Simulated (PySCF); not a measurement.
Species: C6H8FO2 (charge -1).
SMILES with atom numbers: `[CH2:1]=[CH:2][C@@H:3]([CH2:4][F:5])[CH2:6][C:7](=[O:8])[O-:9]` (hydrogens: H10, H11 on C1; H12 on C2; H13 on C3; H14, H15 on C4; H16, H17 on C6)

Method: PBE0-D3(BJ)/def2-SVP geometry optimisation, gas phase (PySCF).

(1) List the bond lengths, angles and torsions at this level.

Answers

(1) 
```json
{"bond": "C1=C2", "length (Å)": "1.334"}
{"bond": "C2–C3", "length (Å)": "1.503"}
{"bond": "C3–C4", "length (Å)": "1.523"}
{"bond": "C4–F5", "length (Å)": "1.388"}
{"bond": "C3–C6", "length (Å)": "1.536"}
{"bond": "C6–C7", "length (Å)": "1.563"}
{"bond": "C7=O8", "length (Å)": "1.249"}
{"bond": "C7–O9", "length (Å)": "1.247"}
{"bond": "C1–H10", "length (Å)": "1.096"}
{"bond": "C1–H11", "length (Å)": "1.095"}
{"bond": "C2–H12", "length (Å)": "1.099"}
{"bond": "C3–H13", "length (Å)": "1.107"}
{"bond": "C4–H14", "length (Å)": "1.103"}
{"bond": "C4–H15", "length (Å)": "1.099"}
{"bond": "C6–H16", "length (Å)": "1.103"}
{"bond": "C6–H17", "length (Å)": "1.102"}
```

A selection of angles:
```json
{"angle": "C2–C1–H10", "degrees": "121.5"}
{"angle": "C2–C1–H11", "degrees": "121.4"}
{"angle": "H10–C1–H11", "degrees": "117.0"}
{"angle": "C1–C2–C3", "degrees": "125.1"}
{"angle": "C1–C2–H12", "degrees": "121.0"}
{"angle": "C3–C2–H12", "degrees": "113.9"}
{"angle": "C2–C3–C4", "degrees": "110.9"}
{"angle": "C2–C3–C6", "degrees": "111.0"}
{"angle": "C2–C3–H13", "degrees": "108.5"}
{"angle": "C4–C3–C6", "degrees": "110.4"}
{"angle": "C4–C3–H13", "degrees": "105.7"}
{"angle": "C6–C3–H13", "degrees": "110.1"}
{"angle": "C3–C4–F5", "degrees": "110.2"}
{"angle": "C3–C4–H14", "degrees": "110.1"}
{"angle": "C3–C4–H15", "degrees": "111.3"}
{"angle": "F5–C4–H14", "degrees": "108.4"}
{"angle": "F5–C4–H15", "degrees": "109.4"}
{"angle": "H14–C4–H15", "degrees": "107.4"}
{"angle": "C3–C6–C7", "degrees": "110.2"}
{"angle": "C3–C6–H16", "degrees": "108.9"}
{"angle": "C3–C6–H17", "degrees": "109.0"}
{"angle": "C7–C6–H16", "degrees": "109.5"}
{"angle": "C7–C6–H17", "degrees": "110.2"}
{"angle": "H16–C6–H17", "degrees": "109.0"}
{"angle": "C6–C7–O8", "degrees": "114.6"}
{"angle": "C6–C7–O9", "degrees": "115.8"}
{"angle": "O8–C7–O9", "degrees": "129.5"}
```

Dihedral angles: C1–C2–C3–C4 94° (anticlinal); C2–C3–C4–F5 -67° (synclinal); C2–C3–C6–C7 -65° (synclinal); C3–C6–C7–O8 -82° (synclinal).

C7 (carboxylate carbon) is planar (angles 129.5°, 115.8° and 114.6°, sum 359.8°, 0.03 Å off the plane of its three neighbours). The 5 C–C bonds span 1.334 Å (C1=C2, drawn double) to 1.563 Å (C6–C7, drawn single), a spread of 0.229 Å. Of the pairs four or more bonds apart, O9···H12 is among the closest relative to their van der Waals radii: 2.39 Å, 88 % of the sum of Bondi's values. C2 (alkene CH carbon) is planar (angles 125.1°, 121.0° and 113.9°, sum 360.0°, 0.00 Å off the plane of its three neighbours). C1 (terminal =CH2 carbon) is planar (angles 121.5°, 121.4° and 117.0°, sum 360.0°, 0.00 Å off the plane of its three neighbours).

Point group: C1 (no symmetry element, even within 0.4 Å). No frequency check. The geometry's basis has no diffuse functions, a weakness for an anion.

On one thread, AMD EPYC 9R45 (x86_64), shared host with 96 logical CPUs at a one-minute load of 7.1, this took 94 s wall and 0.70 GiB of memory at its peak. This is the geometry optimisation.

One conformer stands for the species.
